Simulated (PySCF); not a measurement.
Simulation results for CH2BClN, CH3FNSi, CH4BClN, C2H6NSi and others

All values are calculated (PySCF 2.14.0). Calculation on a computer-drawn molecule: the log of a Hartree-Fock and frozen-core CCSD(T) single point meant for a local Hartree-Fock minimum, with one planted fault or none, to be diagnosed. Offsets are logged minus clean, where the clean run is the same molecule without the fault. The reference is restricted for singlets and unrestricted otherwise, and also for a bond in bohr or an excited solution. Adding or removing an electron swaps singlet and doublet. The excited solution moves the top pair (singlet) or top alpha electron (doublet) to the lowest empty orbital. Highest occupied and lowest empty are orbital energies over both spins, largest force is the largest gradient component, triples share is (T) over the correlation energy, the T1 limit is 0.02 restricted and 0.045 unrestricted, electrons count all cores, a negative frequency is imaginary (commonest isotopes), and the dipole is about the centre of nuclear charge.

Common to all runs: meant charge 0; meant multiplicity 2; logged SCF converged yes; logged CC converged yes; logged SCF stable within its kind yes; possible faults no fault, one electron removed, one electron added, multiplicity raised by two, geometry at a saddle point, SCF held on an excited solution, minimal basis STO-3G, one bond length entered in bohr, all coordinates scaled.

(1) 
```xyz
6
formula=CH2BClN meant_basis=cc-pV(D+d)Z logged_electrons=38 logged_basis_functions=75 logged_spin_squared=0 logged_highest_occupied=0.62714 logged_lowest_empty=10.053 logged_largest_force=0.020686 logged_T1_diagnostic=0.014295 logged_D1_diagnostic=0.048074 logged_triples_share=0.035052 logged_dipole_magnitude=6.2824 logged_energy_HF=-577.60769 logged_energy_CCSD(T)=-578.19237 planted_fault=one_electron_added HF_energy_offset_from_clean_run=47.97 CCSD(T)_energy_offset_from_clean_run=20.13
C     -0.8219     2.1265     0.8658
N     -0.2077     1.2326     0.0712
B      0.3569     0.4119    -0.6583
Cl     1.1379    -0.7242    -1.6685
H     -1.8690     2.0000     1.1026
H     -0.2631     2.9640     1.2594
```

Units: logged_highest_occupied, logged_lowest_empty in eV; logged_largest_force in hartree/bohr; logged_dipole_magnitude in debye; logged_energy_HF, logged_energy_CCSD(T) in hartree; HF_energy_offset_from_clean_run, CCSD(T)_energy_offset_from_clean_run in kcal/mol.

Drawn bonds:
```csv
atom,other atom,order
1,2,1
2,3,2
3,4,1
1,5,1
1,6,1
```

Notes: highest electron not bound in this basis.

(2) 
```xyz
7
formula=CH3FNSi meant_basis=cc-pV(D+d)Z logged_electrons=38 logged_basis_functions=80 logged_spin_squared=0 logged_highest_occupied=-16.82 logged_lowest_empty=-7.4181 logged_largest_force=0.11217 logged_T1_diagnostic=0.021019 logged_D1_diagnostic=0.071432 logged_triples_share=0.030617 logged_dipole_magnitude=5.381 logged_energy_HF=-482.14764 logged_energy_CCSD(T)=-482.74838 planted_fault=one_electron_removed HF_energy_offset_from_clean_run=194.5 CCSD(T)_energy_offset_from_clean_run=193.8
C      0.3080     2.3828    -0.3657
N     -0.8445     1.8851    -0.2563
Si    -1.2711     0.5448     0.7411
F     -2.4011    -0.3089    -0.0315
H      1.2084     1.9725     0.1072
H      0.4651     3.2801    -0.9666
H     -0.1410    -0.3769     1.0135
```

Units: logged_highest_occupied, logged_lowest_empty in eV; logged_largest_force in hartree/bohr; logged_dipole_magnitude in debye; logged_energy_HF, logged_energy_CCSD(T) in hartree; HF_energy_offset_from_clean_run, CCSD(T)_energy_offset_from_clean_run in kcal/mol.

Drawn bonds:
```csv
atom,other atom,order
1,2,1
2,3,2
3,4,1
1,5,1
1,6,1
3,7,1
```

Notes: T1 above single-reference limit.

(3) 
```xyz
8
formula=CH4BClN meant_basis=cc-pV(D+d)Z logged_electrons=39 logged_basis_functions=85 logged_spin_squared=0.7684 logged_highest_occupied=-9.0612 logged_lowest_empty=2.7278 logged_largest_force=0.056019 logged_T1_diagnostic=0.0193 logged_D1_diagnostic=0.088054 logged_triples_share=0.030811 logged_dipole_magnitude=3.1601 logged_energy_HF=-578.83487 logged_energy_CCSD(T)=-579.41592 planted_fault=all_coordinates_scaled,by_+8.7_% HF_energy_offset_from_clean_run=32.3 CCSD(T)_energy_offset_from_clean_run=24.1
C      0.1446     0.0078    -1.8079
N     -1.0011    -0.9518    -2.0673
B     -2.1507    -0.8413    -3.0459
Cl    -2.3634     0.7196    -4.1773
H      0.7965    -0.1717    -0.8489
H      0.1039     1.0617    -2.3174
H     -0.9593    -1.8673    -1.4824
H     -3.0219    -1.7950    -3.1425
```

Units: logged_highest_occupied, logged_lowest_empty in eV; logged_largest_force in hartree/bohr; logged_dipole_magnitude in debye; logged_energy_HF, logged_energy_CCSD(T) in hartree; HF_energy_offset_from_clean_run, CCSD(T)_energy_offset_from_clean_run in kcal/mol.

Drawn bonds:
```csv
atom,other atom,order
1,2,1
2,3,1
3,4,1
1,5,1
1,6,1
2,7,1
3,8,1
```

(4) 
```xyz
10
formula=C2H6NSi meant_basis=cc-pV(D+d)Z logged_electrons=39 logged_basis_functions=30 logged_spin_squared=1.1739 logged_highest_occupied=-4.5771 logged_lowest_empty=8.8293 logged_largest_force=0.040525 logged_T1_diagnostic=0.049816 logged_D1_diagnostic=0.24366 logged_triples_share=0.015838 logged_dipole_magnitude=0.28311 logged_energy_HF=-417.51849 logged_energy_CCSD(T)=-417.76402 planted_fault=minimal_basis_STO-3G HF_energy_offset_from_clean_run=3151 CCSD(T)_energy_offset_from_clean_run=3366
C      0.6940    -0.3379     2.6168
N     -0.2969    -0.5231     1.6450
Si    -1.0920     0.6738     0.7282
C     -2.1554     0.4007    -0.5543
H      0.8466     0.6705     2.9778
H      0.8851    -1.1618     3.2912
H     -0.4783    -1.4829     1.4219
H     -0.7148     2.0029     1.2245
H     -2.4271    -0.5796    -0.9279
H     -2.6218     1.2435    -1.0519
```

Units: logged_highest_occupied, logged_lowest_empty in eV; logged_largest_force in hartree/bohr; logged_dipole_magnitude in debye; logged_energy_HF, logged_energy_CCSD(T) in hartree; HF_energy_offset_from_clean_run, CCSD(T)_energy_offset_from_clean_run in kcal/mol.

Drawn bonds:
```csv
atom,other atom,order
1,2,1
2,3,1
3,4,2
1,5,1
1,6,1
2,7,1
3,8,1
4,9,1
4,10,1
```

Notes: T1 above single-reference limit.

(5) 
```xyz
7
formula=CH3BNO meant_basis=cc-pVDZ logged_electrons=29 logged_basis_functions=71 logged_spin_squared=0.7598 logged_highest_occupied=-9.868 logged_lowest_empty=3.7893 logged_largest_force=4.523e-06 logged_lowest_frequency=155.57 logged_T1_diagnostic=0.017217 logged_D1_diagnostic=0.069115 logged_triples_share=0.029668 logged_dipole_magnitude=1.3669 logged_energy_HF=-193.60805 logged_energy_CCSD(T)=-194.18539 planted_fault=no_fault HF_energy_offset_from_clean_run=0 CCSD(T)_energy_offset_from_clean_run=0
C     -1.8666     0.4156    -2.6284
O     -1.0930     0.4846    -1.4995
B     -1.5566     0.9148    -0.3295
N     -1.9804     1.2994     0.7582
H     -2.9316     0.2750    -2.4919
H     -1.3514    -0.0276    -3.4669
H     -2.2906     1.6228     1.6329
```

Units: logged_highest_occupied, logged_lowest_empty in eV; logged_largest_force in hartree/bohr; logged_lowest_frequency in cm⁻¹; logged_dipole_magnitude in debye; logged_energy_HF, logged_energy_CCSD(T) in hartree; HF_energy_offset_from_clean_run, CCSD(T)_energy_offset_from_clean_run in kcal/mol.

Drawn bonds:
```csv
atom,other atom,order
1,2,1
2,3,1
3,4,2
1,5,1
1,6,1
4,7,1
```

(6) 
```xyz
7
formula=CH3BNO meant_basis=cc-pVDZ logged_electrons=29 logged_basis_functions=71 logged_spin_squared=1.2621 logged_highest_occupied=-10.261 logged_lowest_empty=2.8184 logged_largest_force=0.038461 logged_T1_diagnostic=0.059367 logged_D1_diagnostic=0.29226 logged_triples_share=0.038323 logged_dipole_magnitude=1.6665 logged_energy_HF=-193.46938 logged_energy_CCSD(T)=-194.05111
C     -1.8666     0.4156    -2.6284
O     -1.0930     0.4846    -1.4995
B     -1.5566     0.9148    -0.3295
N     -1.9804     1.2994     0.7582
H     -2.9316     0.2750    -2.4919
H     -0.8931    -0.4219    -4.2130
H     -2.2906     1.6228     1.6329
```

Units: logged_highest_occupied, logged_lowest_empty in eV; logged_largest_force in hartree/bohr; logged_dipole_magnitude in debye; logged_energy_HF, logged_energy_CCSD(T) in hartree.

Drawn bonds:
```csv
atom,other atom,order
1,2,1
2,3,1
3,4,2
1,5,1
1,6,1
4,7,1
```

Notes: T1 above single-reference limit.

To be estimated
1. Give the missing planted fault for CH3BNO (entry 6).

Answers
1. one bond length entered in bohr, row 5 of the drawn bonds

Further results for CH3BNO (entry 6):

| Quantity | Value |
| --- | --- |
| HF energy offset from clean run | 87.02 kcal/mol |
| CCSD(T) energy offset from clean run | 84.27 kcal/mol |
